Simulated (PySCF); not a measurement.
# Two-component Hartree-Fock for As (arsenic, neutral)

Start: [Ar] 3d10 4s2 4p3; 4p1/2 filled at m_j = -1/2, +1/2; 4p3/2 filled at m_j = +3/2. Calculated with PySCF 2.14 in x2c-QZVPPall-2c (11s10p5d4f1g, 103 functions): generalised Hartree-Fock with the X2C-1e Hamiltonian and a Gaussian nucleus; one run each with spin-orbit coupling (SO) switched off, then screened by Boettger's factors.

| spinor shell | electrons | ε, spin-free (eV) | ε, screened SO (eV) | weight of nominal j (screened SO) | rms radius, screened SO (bohr) |
| --- | --- | --- | --- | --- | --- |
| 1s1/2 | 2 | -11944.8 | -11944.5 | 1.000 | 0.0524 |
| 2s1/2 | 2 | -1572.2 | -1572.1 | 1.000 | 0.219 |
| 2p1/2 | 2 | -1373.6 | -1398.8 | 1.000 | 0.194 |
| 2p3/2 | 4 | -1373.6 | -1361.5 | 1.000 | 0.197 |
| 3s1/2 | 2 | -225.17 | -225.15 | 1.000 | 0.639 |
| 3p1/2 | 2 | -161.43 | -165.11 | 0.998 | 0.660 |
| 3p3/2 | 4 | -161.43 | -159.65 | 0.999 | 0.670 |
| 3d3/2 | 4 | -56.259 | -56.751 | 0.979 | 0.749 |
| 3d5/2 | 6 | -56.259 | -55.908 | 0.986 | 0.751 |
| 4s1/2 | 2 | -19.133 | -19.128 | 1.000 | 2.14 |
| 4p1/2 | 2 | -10.040 | -10.099 | 0.538 | 2.70 |
| 4p3/2 | 1 | -10.040 | -9.921 | 1.000 | 2.72 |

| quantity | spin-free | screened SO |
| --- | --- | --- |
| E (hartree) | -2259.03483 | -2259.13405 |
| M_J | 3/2 | 3/2 |
| ⟨J²⟩ | 3.751 | 3.751 |
| ⟨L²⟩ | 0.000 | 0.009 |
| ⟨S²⟩ | 3.751 | 3.744 |

Each row is a mean over spinors that exchange with the open shell spreads, by up to 7.022 eV (4s1/2).

Rows whose weight is well below 1 are mixtures of j = l ± 1/2: exchange outweighs spin-orbit coupling there, and the label is only the starting occupation.

Without spin-orbit coupling the j labels of p, d and f shells carry no meaning; the spin-free column gives the mean over the occupied spinors of each nl shell.
